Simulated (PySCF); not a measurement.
ketene (C₂H₂O), singlet, at a GFN2-xTB geometry; BLYP/6-31G run with PySCF.

The PySCF input:
```python
from pyscf import gto, scf, dft

mol = gto.Mole()
mol.atom = '''
    C    -0.01148162    0.02136311   -1.19190098
    C     0.00092956   -0.00172957    0.09649676
    H     0.00249612    0.94826436   -1.73006124
    H    -0.03614064   -0.88566416   -1.76255958
    O     0.01211961   -0.02255018    1.25813077
'''
mol.basis = '6-31g'
mol.verbose = 4
mol.build()

mf = dft.RKS(mol)
mf.xc = 'blyp'
mf.kernel()
```

What the program printed (banner, timings and long lists left out):

```
PySCF version 2.14.0

[INPUT] verbose = 4
[INPUT] num. atoms = 5
[INPUT] num. electrons = 22
[INPUT] charge = 0
[INPUT] spin (= nelec alpha-beta = 2S) = 0
[INPUT] symmetry False subgroup None
[INPUT] Mole.unit = angstrom
[INPUT] Symbol           X                Y                Z      unit          X                Y                Z       unit  Magmom
[INPUT]  1 C     -0.011481620000   0.021363110000  -1.191900980000 AA   -0.021697117266   0.040370427069  -2.252366419801 Bohr   0.0
[INPUT]  2 C      0.000929560000  -0.001729570000   0.096496760000 AA    0.001756613816  -0.003268413613   0.182352448308 Bohr   0.0
[INPUT]  3 H      0.002496120000   0.948264360000  -1.730061240000 AA    0.004716983174   1.791959934086  -3.269341922325 Bohr   0.0
[INPUT]  4 H     -0.036140640000  -0.885664160000  -1.762559580000 AA   -0.068295911567  -1.673662700743  -3.330754884428 Bohr   0.0
[INPUT]  5 O      0.012119610000  -0.022550180000   1.258130770000 AA    0.022902743637  -0.042613664260   2.377522584188 Bohr   0.0

nuclear repulsion = 59.0017213475371
number of shells = 19
number of NR pGTOs = 74
number of NR cGTOs = 31
basis = 6-31g
ecp = {}

******** <class 'pyscf.dft.rks.RKS'> ********
method = RKS
initial guess = minao
damping factor = 0
level_shift factor = 0
DIIS = <class 'pyscf.scf.diis.CDIIS'>
diis_start_cycle = 1
diis_space = 8
diis_damp = 0
SCF conv_tol = 1e-09
SCF conv_tol_grad = None
SCF max_cycles = 50
direct_scf = True
direct_scf_tol = 1e-13
XC library pyscf.dft.libxc version 7.1.2
    S. Lehtola, C. Steigemann, M. J. T. Oliveira, and M. A. L. Marques,  SoftwareX 7, 1–5 (2018)
XC functionals = blyp
    A. D. Becke,  Phys. Rev. A 38, 3098 (1988)
    C. Lee, W. Yang, and R. G. Parr,  Phys. Rev. B 37, 785 (1988)
    B. Miehlich, A. Savin, H. Stoll, and H. Preuss,  Chem. Phys. Lett. 157, 200 (1989)
radial grids:
    Treutler-Ahlrichs [JCP 102, 346 (1995); DOI:10.1063/1.469408] (M4) radial grids

becke partition: Becke, JCP 88, 2547 (1988); DOI:10.1063/1.454033
pruning grids: <function nwchem_prune>
grids dens level: 3
symmetrized grids: False
atomic radii adjust function: <function treutler_atomic_radii_adjust>
small_rho_cutoff = 0
Set gradient conv threshold to 3.16228e-05
Initial guess from minao.
tot grids = 61936
init E= -152.92199370116
  HOMO = -0.275130815469191  LUMO = -0.0998881543962131  gap/eV = 4.76860
cycle= 1 E= -152.383178399786  delta_E= 0.539  |g|= 0.777  |ddm|= 2.42
  HOMO = -0.10231110608263  LUMO = 0.000812057487463935  gap/eV = 2.80612
cycle= 2 E= -151.633525141764  delta_E= 0.75  |g|= 2.05  |ddm|= 2.18
  HOMO = -0.165211858638839  LUMO = -0.0552285664815433  gap/eV = 2.99280
cycle= 3 E= -152.443974367779  delta_E= -0.81  |g|= 0.493  |ddm|= 1.81
  HOMO = -0.193795431311393  LUMO = -0.0505059514451816  gap/eV = 3.89911
cycle= 4 E= -152.506341881316  delta_E= -0.0624  |g|= 0.126  |ddm|= 0.529
  HOMO = -0.202224480723027  LUMO = -0.0692577771298  gap/eV = 3.61821
cycle= 5 E= -152.510386788573  delta_E= -0.00404  |g|= 0.0329  |ddm|= 0.154
  HOMO = -0.19779099274902  LUMO = -0.0638246453998912  gap/eV = 3.64541
cycle= 6 E= -152.510697386925  delta_E= -0.000311  |g|= 0.00791  |ddm|= 0.0442
  HOMO = -0.197746837923701  LUMO = -0.0640746572551509  gap/eV = 3.63741
cycle= 7 E= -152.510716450825  delta_E= -1.91e-05  |g|= 0.000351  |ddm|= 0.00932
  HOMO = -0.19775456817213  LUMO = -0.0640714621788661  gap/eV = 3.63770
cycle= 8 E= -152.510716485756  delta_E= -3.49e-08  |g|= 4.24e-05  |ddm|= 0.000481
  HOMO = -0.197753565206014  LUMO = -0.0640690870576879  gap/eV = 3.63774
cycle= 9 E= -152.510716486133  delta_E= -3.77e-10  |g|= 8.33e-06  |ddm|= 4.03e-05
  HOMO = -0.19775373293053  LUMO = -0.0640696950483455  gap/eV = 3.63773
Extra cycle  E= -152.510716485977  delta_E= 1.56e-10  |g|= 2.88e-05  |ddm|= 2.78e-05
converged SCF energy = -152.510716485977
```
